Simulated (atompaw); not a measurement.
## Pseudopotential generation for Cl: PAW (atompaw), PBE, scalar-relativistic.

```
Element                 : Cl (Z = 17)
Generator               : atompaw 4.2.0.5
Type                    : PAW
Functional              : PBE
Relativity              : scalar-relativistic
Frozen core             : [Ne]
Valence charge          : 7
Reference configuration : 3s2 3p4 (charge +1)
Partial waves           : 3s (bound): rc 1.85 bohr; 3s channel at -1.45 Ry: rc 1.30 bohr; 3p (bound): rc 1.85 bohr; 3p channel at 2.25 Ry: rc 1.75 bohr; 3d channel at 0.15 Ry: rc 1.85 bohr
Local potential         : troulliermartins scheme with l = 3 at 0 Ry, radius 1.40 bohr
Core correction         : smooth core density matched at 1.80 bohr
Augmentation charge     : besselshape compensation charge, radius 1.85 bohr; PAW radius 1.85 bohr; waves and projectors: custom polynom2 7 10 vanderbiltortho
```

All-electron outer shells of the reference configuration (PBE, scalar-relativistic, ld1.x):

| shell | level (eV) | outermost node (bohr) | outermost maximum (bohr) |
| --- | --- | --- | --- |
| 3s | -32.09 | 0.55 | 1.27 |
| 3p | -19.43 | 0.53 | 1.39 |

(1) Estimate the cutoffs (Ry, on a coarse ladder) from which the occupation-weighted sum of valence levels, in a spherical-Bessel basis at the reference potential, stays within 10 and 1 mRy of its value at 400 Ry.

(2) What does a ghost test show?

(3) Is the overlap operator S = 1 + Σ q|β⟩⟨β| positive definite (Bessel basis up to 400 Ry)?

(4) Which valence shell sets the plane-wave cutoff?

Results:

(1) 15 Ry and 21 Ry.

(2) No extra level below or beside the all-electron valence levels (s, p, d, f tested).

(3) Yes: its lowest eigenvalue is 0.31 (s channel).

(4) 3p: its level needs 18 Ry to come within 1 mRy, against 12 Ry for 3s.
